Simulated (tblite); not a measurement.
Species: C8H17NSi.
Structure used (GFN2-xTB), in Å, numbered top down from 1:
```
atom  x, y, z in Å
Si1    2.9977   -0.5606    0.1085
N2     1.3975   -0.9359    0.6039
C3     0.2033   -0.1347    0.4680
C4    -0.9075   -0.7269    1.3594
C5    -1.7114   -1.6284    0.4287
C6    -1.7843   -0.8011   -0.8517
C7    -0.3950   -0.1621   -0.9781
C8    -0.4233    1.2944   -1.4461
C9    -0.4960    2.0991   -0.1504
C10    0.4628    1.3473    0.7666
H11    3.5721    0.4326    1.0223
H12    3.7037   -1.8366    0.2137
H13    3.1167   -0.0430   -1.2643
H14    1.1591   -1.9164    0.6030
H15   -1.5477    0.0726    1.7336
H16   -0.4871   -1.2566    2.2135
H17   -2.6946   -1.8752    0.8281
H18   -1.1724   -2.5601    0.2434
H19   -2.0430   -1.4009   -1.7236
H20   -2.5413   -0.0232   -0.7381
H21    0.2390   -0.7716   -1.6262
H22   -1.2594    1.4960   -2.1158
H23    0.5024    1.5351   -1.9711
H24   -0.2135    3.1420   -0.2869
H25   -1.5093    2.0693    0.2537
H26    1.4882    1.5936    0.4962
H27    0.3230    1.5777    1.8217
```

All values are computed: GFN2-xTB (tblite) harmonic vibrations without scaling, gas phase. Errors from tens to a few hundred cm⁻¹ against measured bands are possible. Modes of hydrogen on silicon can be 10 to 20 % off. One conformer, not necessarily the lowest.

Harmonic wavenumbers (cm⁻¹): 43.0, 81.2, 135.0, 176.4, 198.9, 258.3, 274.6, 335.0, 387.0, 406.9, 464.9, 514.4, 546.2, 569.1, 584.4, 599.9, 653.1, 756.3, 779.3, 816.9, 829.6, 847.5, 856.0, 870.7, 888.7, 922.3, 965.6, 980.8, 985.6, 1013.2, 1035.3, 1064.7, 1081.7, 1088.2, 1102.1, 1112.0, 1148.9, 1157.9, 1176.1, 1195.0, 1218.7, 1226.3, 1235.7, 1264.8, 1288.1, 1303.7, 1308.2, 1313.9, 1319.5, 1323.8, 1332.3, 1364.8, 1479.7, 1483.9, 1486.7, 1490.7, 1499.6, 1506.6, 2166.1, 2219.7, 2259.7, 2955.4, 2965.3, 2973.6, 2979.6, 2985.9, 2990.9, 2995.9, 2998.8, 3002.4, 3004.5, 3007.5, 3007.7, 3018.6, 3444.6.

A = 1597, B = 954.2, C = 777.7 MHz; mass 155.113 u (most abundant isotopes); point group C1, symmetry number 1.

Task: What is the zero-point energy?

Result: ½Σν̃ = 51163 cm⁻¹ = 612.04 kJ/mol.

Task: What is S at 350 K and 1 bar for an ideal gas of classical rigid rotors and harmonic oscillators?

Result: Translation 175.10, rotation 127.46, vibration 151.35: S = 453.9 J/(mol K).

Task: And Cp and H(350 K) − H(0)?

Result: Cp = 224.05 J/(mol K), of which vibrations give 190.79 (their classical limit is 75 R = 623.6); H(350 K) − H(0) = 41.28 kJ/mol without the zero-point energy, 29.64 from vibrations.

Task: Which modes carry the vibrational entropy at 350 K?

Result: 43.0 cm⁻¹: 22.73; 81.2 cm⁻¹: 17.48; 135.0 cm⁻¹: 13.32; 176.4 cm⁻¹: 11.17; 198.9 cm⁻¹: 10.22; 258.3 cm⁻¹: 8.20 J/(mol K); the other 69 give 68.24 together.

Task: How do the functions run with temperature in this model?

Result: 
```json
{"T (K)": "150", "S (J/(mol K))": "326.8", "Cp (J/(mol K))": "99.0", "H − H(0) (kJ/mol)": "9.52", "G − H(0) (kJ/mol)": "-39.50", "ln q(vib)": "2.67"}
{"T (K)": "250", "S (J/(mol K))": "390.4", "Cp (J/(mol K))": "157.3", "H − H(0) (kJ/mol)": "22.22", "G − H(0) (kJ/mol)": "-75.38", "ln q(vib)": "5.22"}
{"T (K)": "298.15", "S (J/(mol K))": "420.8", "Cp (J/(mol K))": "189.3", "H − H(0) (kJ/mol)": "30.56", "G − H(0) (kJ/mol)": "-94.91", "ln q(vib)": "6.54"}
{"T (K)": "400", "S (J/(mol K))": "485.9", "Cp (J/(mol K))": "256.2", "H − H(0) (kJ/mol)": "53.29", "G − H(0) (kJ/mol)": "-141.08", "ln q(vib)": "9.50"}
{"T (K)": "600", "S (J/(mol K))": "610.9", "Cp (J/(mol K))": "360.7", "H − H(0) (kJ/mol)": "115.63", "G − H(0) (kJ/mol)": "-250.90", "ln q(vib)": "15.75"}
{"T (K)": "900", "S (J/(mol K))": "777.6", "Cp (J/(mol K))": "459.7", "H − H(0) (kJ/mol)": "239.98", "G − H(0) (kJ/mol)": "-459.86", "ln q(vib)": "25.29"}
```

q(vib) and H(0) count from the zero-point level.

Hindered rotation and anharmonicity are outside this model. Other conformers, if any are populated, would add a mixing term that is left out. The structure is chiral; the term R ln 2 for an equal mix with its mirror image is left out.
